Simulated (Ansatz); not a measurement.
Consider the atomization: `N[SiH](O)S[SiH3]` → 7 H• + N• + O• + S• + 2 Si•.

Program: Ansatz. Geometries: PBE0-D4/def2-TZVP. ΔE: electronic, gas phase. CCSD(T)/CBS is the MP2 limit (def2-TZVPP, def2-QZVPP) plus CCSD(T) − MP2 in def2-TZVPP, frozen cores. This one scheme is used for every species, atoms too. DFT in def2-TZVPP. B3LYP here is the variant with VWN-RPA as its local correlation; programs differ in this. No spin–orbit coupling; open shells (•) take unrestricted orbitals. Spin–orbit coupling would lower the free atoms: a little for O, S, Si. Each species was taken in one conformer, which may not be the lowest.

`N[SiH](O)S[SiH3]`:

```xyz
12

N    -0.282   -0.450   -2.432
Si   -0.194    0.218   -0.868
O     1.354    0.482   -0.383
S    -0.977   -1.096    0.615
Si   -0.091   -0.186    2.338
H     0.058   -1.377   -2.631
H    -1.033   -0.185   -3.047
H    -0.968    1.482   -0.927
H     1.879    1.071   -0.929
H    -0.173    1.294    2.247
H     1.320   -0.599    2.521
H    -0.892   -0.653    3.497
```

| level | ΔE (kcal/mol) | difference from CCSD(T)/CBS |
| --- | --- | --- |
| LDA (SPW92) | 1098.8 | 122.3 |
| B3LYP-D4 | 970.4 | -6.1 |
| r2SCANh-D4 | 965.7 | -10.8 |
| r2SCAN | 969.7 | -6.8 |
| r2SCANh | 963.7 | -12.8 |
| r2SCAN0 | 955.2 | -21.3 |
| MP2/def2-TZVPP | 955.1 | -21.4 |
| CCSD/def2-TZVPP | 930.1 | -46.4 |
| CCSD(T)/def2-TZVPP | 943.8 | -32.7 |
| MP2/CBS(def2) | 987.8 | 11.3 |
| CCSD(T)/CBS | 976.5 | 0 |

Largest T1 diagnostic among the species: 0.012.

From PBE to PBE0 (25 % exact exchange), in def2-TZVPP and without D4, ΔE moves by −12.1 kcal/mol: exact exchange takes away binding that semilocal exchange gives to molecules. In def2-TZVPP, CCSD(T) changes the Hartree–Fock value by +249.0 kcal/mol (the triples alone add +13.7 kcal/mol) and MP2 by +260.3 kcal/mol; breaking electron pairs costs correlation energy, which Hartree–Fock lacks.

For atomizations the MP2-based limit and the directly extrapolated one differ by several kJ/mol either way, and by 10 to 25 for some Ge, Se and Sn compounds, so smaller differences from it don't rank the levels.
